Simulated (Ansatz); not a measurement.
```yaml
crystal:
  periodic: [false, false, false]
  atoms:
    - {symbol: Ga, position_ang: [0.061182, -0.056459, -0.047942]}
    - {symbol: F, position_ang: [0.063207, -0.065066, 1.722157]}
    - {symbol: H, position_ang: [1.574205, 0.097161, -0.543657]}
    - {symbol: H, position_ang: [-0.799912, 1.156115, -0.578126]}
    - {symbol: H, position_ang: [-0.849109, -1.281246, -0.453351]}
basis:
  gaussian: {orbitals: def2-mTZVP}
total_charge: -1
hamiltonian: {xc: {name: PBE-QIDH}}
output: {forces: true}
```

```sh
$ ansatz run in.yaml --threads 4 --pin off --events-out ev --progress --plain --max-ram 3916MiB
```

Output, abridged:

```
Functional definition: PBE-QIDH
586 factors; integrals over basis functions are off by at most 1.2e-3 eV
mean field evaluation 1: about -55121.2374 eV, gradient 2.6e1 eV
mean field evaluation 2: about -55121.2944 eV, gradient 2.5e1 eV
mean field evaluation 4: about -55122.3818 eV, gradient 1.2e0 eV
mean field evaluation 8: about -55122.3897 eV, gradient 3.4e-2 eV
mean field evaluation 16: about -55122.3897 eV, gradient 3.1e-6 eV
mean field -55122.38967372 eV, -2025.7104572117 hartree, gradient 3.1e-6 eV, S^2 0.000000; 0 other end points of the search recorded, 0 dependent functions left out
10 core orbitals not correlated: weight in the atoms' cores, before any rotation towards them, 1.000 or more for the frozen orbitals, at most 0.000 for the correlated occupied ones
reference -55122.38968514 eV, -2025.7104576311 hartree; 12, 12 occupied and 42, 42 virtual orbitals, 586 factors
second order -12.45420269 eV of doubles, -0.00000000 eV of singles
Total energy: -55126.54108603 eV, -2025.8630188001 hartree
Atom 0 at     0.061182    -0.056459    -0.047942 Å, force    -0.166280     0.170664    -1.063871 eV/Å
Atom 1 at     0.063207    -0.065066     1.722157 Å, force     0.115300     0.062442     1.464306 eV/Å
Atom 2 at     1.574205     0.097161    -0.543657 Å, force     0.179894    -0.234614    -0.069938 eV/Å
Atom 3 at    -0.799912     1.156115    -0.578126 Å, force    -0.207136     0.729602    -0.101035 eV/Å
Atom 4 at    -0.849109    -1.281246    -0.453351 Å, force     0.078221    -0.728094    -0.229462 eV/Å
Dipole moment:     0.089997    -0.042968    -0.060801 e Å
```

Run time 1.1 s (4 threads of Arm Neoverse V2 on a shared host).

Correlated methods freeze 10 core orbitals; core or outer-core shells of Ga are correlated, in sets that lack core-valence functions. The highest occupied level of an anion often lies above zero with these methods, and sets without diffuse functions describe the outer electron poorly.

The dipole of an ion depends on the origin.
